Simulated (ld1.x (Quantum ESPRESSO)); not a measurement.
What one change does to a pseudopotential (titanium, TM)

```json
{"Element": "Ti", "Generator": "ld1.x (Quantum ESPRESSO) 7.5", "Type": "norm-conserving Troullier–Martins (Kleinman–Bylander form)", "Functional": "PBE", "Relativity": "scalar-relativistic", "Frozen core": "[Ar]", "Valence charge": "4", "Reference configuration": "3d2 4s0.5 4p0 (charge +1.5)", "Partial waves": "4s (bound): rc 2.55 bohr; 3d (bound): rc 1.50 bohr; 4p (bound, empty): rc 2.35 bohr", "Local potential": "the p channel", "Core correction": "Bessel-smoothed model core, default radius (core density twice the valence density)"}
```

Change: reference 3d2 4s1.5 4p0.5.

Cutoffs: the cutoffs (Ry, on a coarse ladder) from which the occupation-weighted sum of valence levels, in a spherical-Bessel basis at the reference potential, stays within 10 and 1 mRy of its value at 400 Ry; they do not see the model core or the augmentation charge, which bear on the density cutoff. Errors are all-electron minus pseudo energies relative to the spin-unpolarised reference configuration.

What does the change do?

The potential gets neither clearly harder nor softer (80 Ry and 90 Ry → 80 Ry and 90 Ry); both files keep a bound ghost (s); the range in which the s phases agree widens (upper end 3.4 → 4.6).

```csv
quantity,base,changed
"cutoff, loose",80 Ry,80 Ry
"cutoff, tight",90 Ry,90 Ry
bound ghosts,s,s
"largest error over its own tests, meV",-654,-492
s: phases at 2.76 bohr within 0.05 rad from the reference energy up to (Ry; the scan ends near 5),3.4,4.6
p: phases at 2.76 bohr within 0.05 rad from the reference energy up to (Ry; the scan ends near 5),-0.3,0.3
d: phases at 2.76 bohr within 0.05 rad from the reference energy up to (Ry; the scan ends near 5),-0.5,0.2
```

 A true bound ghost makes a file unfit for plane-wave use even where its test errors are small: the radial tests pick states by their node count and pass the ghost by.
